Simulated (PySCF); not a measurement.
# How methods differ on the excitation energy of Re²⁺

Re²⁺ [Xe] 4f14 5d5 (6S) → Re²⁺ [Xe] 4f14 5d4 6p1 (high-spin determinant), as a difference of total energies. All numbers are calculated (PySCF 2.14, scalar relativity by spin-free X2C-1e, in ANO-R3). Correlated levels: valence: [Xe] 4f14 frozen. The calculations carry no spin-orbit coupling.

```json
{"method": "UHF", "excitation energy (eV)": "9.821"}
{"method": "LDA", "excitation energy (eV)": "9.442"}
{"method": "PBE", "excitation energy (eV)": "9.374"}
{"method": "PBE0", "excitation energy (eV)": "9.628"}
{"method": "r2SCAN", "excitation energy (eV)": "9.550"}
{"method": "MP2 (valence)", "excitation energy (eV)": "9.987"}
{"method": "SCS-MP2 (valence)", "excitation energy (eV)": "9.877"}
```

Problem. How much does correlation contribute at MP2 (valence)?

Solution. 9.987 − (9.821) = 0.166 eV, measured against UHF.

A first-order spin-orbit estimate (lowest level to lowest level, LS coupling) adds -1.085 eV.

The basis was made for the ground configuration and has no added diffuse functions, so the excitation energy can come out too high.

The determinant of the upper state mixes LS terms, which raises its energy above the lowest term, most at the Hartree-Fock and MP2 levels.
